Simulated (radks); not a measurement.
The numbers below are computed, except where a source is named.
Task: Species: Cs46+. Configuration: [He] 2s2 2p5. Code: a radial shooting solver on a logarithmic mesh with Libxc functionals. Model: non-relativistic Kohn-Sham, PBE, spin-polarised, spherical densities, point nucleus; open shells are filled with parallel spins first (spin-orbit coupling, left out, can overturn this in heavy ions); relativity is left out, which matters for an element this heavy. Some entries of the table are withheld. Estimate them.

| orbital | occ. | eigenvalue (eV) | r(max) (bohr) | <r> (bohr) |
|---|---|---|---|---|
| 1s up | 1 | -37633.45 | 0.01829 | 0.02759 |
| 1s down | 1 | -37623.32 | 0.01829 | 0.02759 |
| 2s up | 1 | -8321.934 | 0.09944 | 0.1155 |
| 2s down | 1 | -8306.307 | 0.09949 | 0.1156 |
| 2p up | 3 | -8090.012 | (1) | 0.09788 |
| 2p down | 2 | -8070.539 | (2) | 0.09799 |

Result: 
(1) 2p up r(max) (bohr): 0.07741
(2) 2p down r(max) (bohr): 0.07747
